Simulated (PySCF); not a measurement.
KSr: one state, many levels of theory

State: ²Σ⁺ (doublet), unpaired electrons σ ↑. Set-up: K def2-SVPD, Sr def2-SVPD with ECP28; scalar-relativistic core potentials (PySCF 2.14). De refers to K + Sr in their ground configurations, without counterpoise correction. The functionals are run spin-unrestricted. A positive dipole means K(−)Sr(+). Levels whose curve was spin-contaminated or gave no clean fit are not listed.

```
       Level  Re (Å)  ωe (cm⁻¹)  De (eV)  μ (D)  CPU s a point (SCF and correlation, without the integrals)
    ROHF-MP2   4.869       32.6    0.105    n/a                                                        0.26
ROHF-SCS-MP2   4.944       30.4    0.088    n/a                                                         n/a
   ROHF-CCSD   4.745       37.2    0.120    n/a                                                         n/a
ROHF-CCSD(T)   4.668       41.0    0.140    n/a                                                          10
         PBE   4.456       59.8    0.224  -1.08                                                        0.72
      PBEsol   4.409       61.5    0.249  -1.09                                                        0.49
      r²SCAN   4.517       59.7    0.247  -2.16                                                           1
        PBE0   4.495       58.1    0.201  -1.49                                                         1.9
         M06   4.401       57.5    0.157  -1.20                                                         4.6
       ωB97X   4.475       57.8    0.117  -2.54                                                           1
      B2PLYP   4.674       42.4    0.096  -0.51                                                        0.79
```

The bond length runs from 4.401 Å (M06) to 4.944 Å (ROHF-SCS-MP2). De spans 0.09 eV (ROHF-SCS-MP2, perturbation theory) to 0.25 eV (PBEsol, GGA).

Correlated steps freeze 5 core orbitals. The bond is weak. Basis-set superposition, not corrected here, can be much of De in a small basis, most of all at correlated wavefunction levels. Functionals without a dispersion term scatter widely for such bonds, and LDA overbinds them. Spin–orbit coupling is left out. B2PLYP dipoles, levels and charges come from its SCF part alone. The state was picked by a PBE0 search and need not be the measured ground state.

The whole job (state search and all levels along the bond) took about 4 min on 1 thread of Oxide Virtual Turin-like (shared host), peak memory 0.7 GiB.
